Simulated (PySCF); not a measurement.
Electron correlation in Si- (silicon, charge -1)

[Ne] 3s2 3p3, high-spin 4S determinant. Calculation: PySCF 2.14, in dyall-acv3z; the spin-free X2C one-electron Hamiltonian (Gaussian nucleus). Frozen: [Ne]; 5 electrons correlated; the 23 highest virtual orbitals of each spin left out.

```
  level  correlation energy (mhartree)
   CCSD                         -93.14
    (T)                          -4.92
CCSD(T)                         -98.06
```

Diagnostics: T1 = 0.0078, D1 = 0.0165, largest double amplitude 0.045.

Cost of the coupled-cluster step: about 8 core-seconds, for 5 correlated electrons.

Iterations:

```
CC2 = 0
CCSD nocc = (np.int64(4), np.int64(1)), nmo = (85, 85)
frozen orbitals [[0, 1, 2, 3, 4, 90, 91, 92, 93, 94, 95, 96, 97, 98, 99, 100, 101, 102, 103, 104, 105, 106, 107, 108, 109, 110, 111, 112], [0, 1, 2, 3, 4, 90, 91, 92, 93, 94, 95, 96, 97, 98, 99, 100, 101, 102, 103, 104, 105, 106, 107, 108, 109, 110, 111, 112]]
max_cycle = 100
direct = 0
conv_tol = 1e-08
conv_tol_normt = 1e-06
diis_space = 8
diis_start_cycle = 0
Init t2, MP2 energy = -0.077760236129943
Init E_corr(UCCSD) = -0.0777602361951758
cycle = 1  E_corr(UCCSD) = -0.0893995158987334  dE = -0.0116392797  norm(t1,t2) = 0.0496164
cycle = 2  E_corr(UCCSD) = -0.0919924948425791  dE = -0.00259297894  norm(t1,t2) = 0.0153046
cycle = 3  E_corr(UCCSD) = -0.0931444785138365  dE = -0.00115198367  norm(t1,t2) = 0.00607755
cycle = 4  E_corr(UCCSD) = -0.093140362666865  dE = 4.11584697e-06  norm(t1,t2) = 0.00152312
cycle = 5  E_corr(UCCSD) = -0.093135901988333  dE = 4.46067853e-06  norm(t1,t2) = 0.000440605
cycle = 6  E_corr(UCCSD) = -0.0931375934822719  dE = -1.69149394e-06  norm(t1,t2) = 0.00015891
cycle = 7  E_corr(UCCSD) = -0.0931375821640618  dE = 1.13182101e-08  norm(t1,t2) = 3.73818e-05
cycle = 8  E_corr(UCCSD) = -0.0931376790321584  dE = -9.68680966e-08  norm(t1,t2) = 8.80812e-06
cycle = 9  E_corr(UCCSD) = -0.0931376347832886  dE = 4.42488698e-08  norm(t1,t2) = 1.94394e-06
cycle = 10  E_corr(UCCSD) = -0.093137633190696  dE = 1.59259265e-09  norm(t1,t2) = 6.26011e-07
UCCSD converged
E(UCCSD) = -289.5872822690835  E_corr = -0.09313763319069596
UCCSD(T) correction = -0.00492290041703758
```
